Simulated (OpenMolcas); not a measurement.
An OpenMolcas run meant for Pb IV (ANO-RCC-VQZP, DKH4; inactive shells 1s 2s 2p 3s 3p 3d 4s 4p 4d 4f 5s 5p 5d; intended active space 1 electron in 4 orbitals (6s 6p)). One step of its input:

```
&CASPT2
Multistate=1 1
Frozen=15 19
IPEA=0.25
Imaginary=1.5
MaxIter=60
WThr=0.0 0.3 0.05
PrWF=0.5
NoMix
```

The run finished. Its levels beside those of a sound run (SS-CASPT2, IPEA 0.25 Eh, imaginary shift 0.1 Eh (closed shells correlated: 5d)), in cm-1 above each run's lowest level:

| Level | This run | Usual run |
| --- | --- | --- |
| 6s 2S 1/2 | 0.0 | 0.0 |
| 6p 2P* 1/2 | 81382 | 81213 |
| 6p 2P* 3/2 | 97124 | 96954 |

Task: Which setting is unsound, and how much does it matter here?

Result: The level shift is far above the usual 0.1 to 0.3 hartree and damps the second-order energy. Against the sound run the excited levels shown move by 170 cm-1 on average and by 170 cm-1 at most.

Spin-orbit splittings of 6p shells tend to come out small when the coupling is added on scalar orbitals. With one active electron, CASPT2 adds the correlation within the correlated inactive shells and between them and that electron, and leaves the splitting within a term as the reference gives it. Levels of configurations outside the active space are missing.

* marks odd parity.
